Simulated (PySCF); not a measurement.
# Which determinant of ScBr lies lowest?

Unrestricted PBE0; PySCF, no relativity, basis sets Sc def2-TZVPP, Br def2-TZVPP. Outer shells of the fragments: Sc 3d1 4s2; Br 3d10 4s2 4p5.

Followed along the bond (rough minima from three points):

```csv
2Ms+1,unpaired,⟨S²⟩ at the start,R at minimum (Å),Te (eV)
3,"σ ↑, δ ↑",2.00,2.48,0.00
3,"σ ↑, π ↑",2.00,2.49,0.32
1,"σ ↓, δ ↑",1.00,2.48,0.32
1,none,0.00,2.38,0.42
1,"σ ↓, π ↑",1.00,2.50,0.57
3,σ ↑↑,2.00,2.51,0.66
```

Solutions found at the starting distance of 2.435 Å, counted from the lowest of them; the search is not exhaustive and high or unbound solutions are not listed, so other states can lie among these:

```tsv
2Ms+1	unpaired	term	E (eV)	⟨S²⟩	⟨Lz²⟩	μ (D)
3	σ ↑, δ ↑	³Δ	0.00	2.00	4.00	-3.84
1	σ ↓, δ ↑	mixed	0.32	1.00	4.00	-2.79
3	σ ↑, π ↑	³Π	0.32	2.00	1.06	-3.47
1	none	¹Σ⁺	0.43	0.00	0.00	-3.23
1	σ ↓, π ↑	mixed	0.58	1.00	1.15	-3.86
3	σ ↑↑	³Σ⁺	0.67	2.00	0.00	-1.51
3	π ↑, δ ↑	mixed	1.23	2.00	4.47	-4.82
1	π ↓, δ ↑	mixed	1.66	1.00	4.78	-4.63
3	δ ↑↑	³Σ⁻	1.77	2.00	0.00	-6.91
1	δ ↑↓	mixed	1.94	1.00	8.01	-6.84
1	none	mixed	2.35	0.00	8.00	-6.69
3	π ↑, δ ↑	mixed	5.13	2.12	5.01	3.94
5	σ ↑, π ↑↑, δ ↑	mixed	5.54	6.00	5.46	2.70
5	σ ↑, π ↑↑, δ ↑	mixed	5.62	6.00	5.26	3.31
```

A term symbol is given only where ⟨S²⟩ and ⟨Lz²⟩ are close to those of a pure state; real π, δ and φ orbitals otherwise mix terms. A positive dipole means Sc(−)Br(+).

Spin–orbit coupling is left out. With d or f electrons several states lie close, and the lowest PBE0 determinant need not be the measured ground state.
